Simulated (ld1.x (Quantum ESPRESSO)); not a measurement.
# fluorine: variants of one TM semilocal potential

Base potential:

```json
{
 "Element": "F (Z = 9)",
 "Generator": "ld1.x (Quantum ESPRESSO) 7.5",
 "Type": "norm-conserving Troullier–Martins (semilocal form)",
 "Functional": "LDA (PZ)",
 "Relativity": "scalar-relativistic",
 "Frozen core": "[He]",
 "Valence charge": "7",
 "Reference configuration": "2s2 2p5",
 "Partial waves": "2s (bound): rc 0.60 bohr; 2p (bound): rc 1.80 bohr; 3d channel at 0.4 Ry: rc 1.65 bohr",
 "Local potential": "the d channel",
 "Core correction": "Bessel-smoothed model core inside 0.50 bohr"
}
```

Cutoffs, loose and tight: the cutoffs (Ry, on a coarse ladder) from which the occupation-weighted sum of valence levels, in a spherical-Bessel basis at the reference potential, stays within 10 and 1 mRy of its value at 400 Ry. They do not see the model core or the augmentation charge, which bear on the density cutoff. Test errors are all-electron minus pseudo excitation energies from the reference, over the configurations 2s2 2p4; 2s2 2p3; 2s2 2p2; 2s2 2p5.3; 2s1 2p6; 2s1 2p5; 2s2 2p4.5 (two spin-polarised tests are not counted in the largest error). A dash means not determined; rows that change the core or the reference have their own tests.

Cutoffs are not given where the Bessel-basis levels miss the radial ones by over 6 mRy, ghosts where they miss by over 20 mRy; a channel whose overlap is not positive is not tested.

In the semilocal form every listed channel keeps its own potential, so the choice of the local channel does not act on these tests. It acts once the file is put into the separable form.

A semilocal file is local in each channel, so a ghost entry of none says nothing of the separable form that plane-wave codes build from it.

A file whose overlap is not positive is unfit for use, and its test errors describe a broken file.

| change | outcome | cutoff, loose | cutoff, tight | bound ghosts | largest test error (meV) |
| --- | --- | --- | --- | --- | --- |
| base | generated | 180 Ry | 260 Ry | none | +1773 |
| wave 3d channel at 0.4 Ry: rc 1.65 bohr becomes 3d channel at -0.02 Ry: rc 1.65 bohr | generated | 180 Ry | 260 Ry | none | +1773 |
| type PAW, which also changes the form from semilocal to separable; waves now 2s (bound): rcut 0.50, rcutus 0.60 bohr; 2s channel at -1.75 Ry: rcut 0.50, rcutus 0.60 bohr; 2p (bound): rcut 1.55, rcutus 1.80 bohr; 2p channel at 0.75 Ry: rcut 1.55, rcutus 1.80 bohr; 3d channel at 0.4 Ry: rcut 1.45, rcutus 1.65 bohr; local potential all-electron potential smoothed inside 0.75 bohr (lloc = -1); augmentation BESSEL, radius 0.50 bohr | generated, overlap not positive | – | – | not determined (overlap not positive) | test run stopped at test 1 of 9 (negative rho) |
| core correction Bessel-smoothed model core inside 0.34 bohr | generated | 180 Ry | 260 Ry | none | +1772 |
| local potential the p channel | generated | 180 Ry | 260 Ry | none | +1774 |
| wave 2p (bound): rc 1.80 bohr becomes 2p (bound): rc 2.00 bohr | generated | 180 Ry | 260 Ry | none | +2900 |
| all radii but the core radius scaled by about 1.07 (s 0.64, p 1.92, d 1.76 bohr) | generated | 110 Ry | 260 Ry | none | +2394 |
